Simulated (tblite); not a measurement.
Compound: CH5NO2Si.
Bonds: O1–C2 (double), C2–N3, N3–Si4, Si4–O5. Hydrogens: H6 on C2; H7 on N3; H8, H9 on Si4; H10 on O5.

Computed with GFN2-xTB (tblite), gas phase: L-BFGS steps from a force-field or distance-geometry start until the largest atomic force falls under 0.01 eV/Å.

Step 34: E = -477.5571 eV
```
atom  x, y, z in Å  |  force x, y, z in eV/Å
O1      1.3756   -0.7597   -1.3632   -0.038   0.056  -0.030
C2      1.5847   -0.2808   -0.2778    0.077   0.032   0.064
N3      0.6202    0.1138    0.5710    0.044  -0.036  -0.080
Si4    -1.0812   -0.2138    0.2248   -0.018  -0.034   0.006
O5     -1.8047    0.9717   -0.6002    0.101   0.078   0.081
H6      2.6109   -0.1182    0.1117   -0.017  -0.011  -0.055
H7      0.9275    0.4620    1.4643   -0.064   0.018   0.006
H8     -1.1775   -1.4942   -0.4388    0.034  -0.084  -0.111
H9     -1.6732   -0.1859    1.5453   -0.139   0.068   0.183
H10    -1.3734    1.5097   -1.2596    0.022  -0.087  -0.065
```

Step 35: E = -477.4989 eV
```
atom  x, y, z in Å  |  force x, y, z in eV/Å
O1      1.3702   -0.6263   -1.4289    0.025   0.244   0.848
C2      1.5781   -0.2700   -0.2861    0.132   0.021  -0.372
N3      0.6242    0.0915    0.5932    0.173  -0.089  -0.231
Si4    -1.0834   -0.1883    0.2512    0.017   0.067  -0.063
O5     -1.7958    1.0368   -0.5245    1.038   0.671  -1.926
H6      2.6084   -0.1858    0.1409   -0.210  -0.057  -0.246
H7      0.9458    0.3996    1.4962   -0.048  -0.030  -0.005
H8     -1.1335   -1.4670   -0.4120   -0.052  -0.172  -0.205
H9     -1.7010   -0.1559    1.5482   -0.191   0.064   0.355
H10    -1.4041    1.3700   -1.4008   -0.883  -0.718   1.846
```

Step 36: E = -477.5652 eV
```
atom  x, y, z in Å  |  force x, y, z in eV/Å
O1      1.3753   -0.7387   -1.3739   -0.050   0.047   0.002
C2      1.5835   -0.2798   -0.2796    0.082   0.069   0.073
N3      0.6201    0.1093    0.5737    0.048  -0.057  -0.105
Si4    -1.0831   -0.2121    0.2309    0.007  -0.017  -0.003
O5     -1.7993    0.9819   -0.5877    0.109   0.106   0.036
H6      2.6101   -0.1276    0.1148   -0.030  -0.016  -0.063
H7      0.9278    0.4545    1.4673   -0.046   0.014   0.027
H8     -1.1692   -1.4906   -0.4373    0.017  -0.095  -0.111
H9     -1.6806   -0.1791    1.5484   -0.134   0.061   0.173
H10    -1.3759    1.4868   -1.2792   -0.004  -0.112  -0.028
```

Step 37: E = -477.5704 eV
```
atom  x, y, z in Å  |  force x, y, z in eV/Å
O1      1.3750   -0.7235   -1.3814   -0.052   0.047   0.036
C2      1.5831   -0.2786   -0.2809    0.078   0.078   0.055
N3      0.6202    0.1059    0.5754    0.050  -0.060  -0.102
Si4    -1.0841   -0.2105    0.2350    0.012  -0.011  -0.007
O5     -1.7956    0.9896   -0.5787    0.143   0.139  -0.033
H6      2.6097   -0.1346    0.1168   -0.033  -0.017  -0.067
H7      0.9281    0.4489    1.4697   -0.036   0.009   0.033
H8     -1.1635   -1.4883   -0.4358    0.005  -0.093  -0.109
H9     -1.6863   -0.1744    1.5506   -0.123   0.057   0.158
H10    -1.3777    1.4702   -1.2933   -0.045  -0.150   0.037
```

Problem. Estimate the geometry and energy of step 38. (The exact step hangs on the optimiser's Hessian estimate; all steps are aligned on step 37, rigid shifts and turns removed.)

Solution. E = -477.5548 eV, largest force 1.567 eV/Å
```
atom  x, y, z in Å  |  force x, y, z in eV/Å
O1      1.3723   -0.6226   -1.4298   -0.003   0.131   0.561
C2      1.5806   -0.2689   -0.2896    0.007   0.056  -0.277
N3      0.6210    0.0815    0.5870    0.082  -0.072  -0.119
Si4    -1.0911   -0.1997    0.2626    0.008   0.040  -0.036
O5     -1.7692    1.0416   -0.5211    0.695   0.413  -1.343
H6      2.6072   -0.1809    0.1289   -0.089  -0.019  -0.132
H7      0.9292    0.4128    1.4846    0.038  -0.031   0.064
H8     -1.1262   -1.4734   -0.4268   -0.091  -0.045  -0.079
H9     -1.7253   -0.1432    1.5655   -0.037   0.020   0.069
H10    -1.3896    1.3573   -1.3839   -0.611  -0.493   1.291
```

The energy changes by +0.0156 eV. The first-order estimate −F·Δx gives -0.0333 eV and the mean of the old and new forces, exact on a quadratic surface, +0.0347 eV. The step makes an angle of 69° with the force vector and moves no atom by more than 0.145 Å. The energy falls at the start of this step and ends higher, so the step passed the lowest point of its straight line.

The cost below is that of the whole relaxation. Hardware: an Arm Neoverse N1 with one thread, shared host. Cost: 0.83 s of wall time.
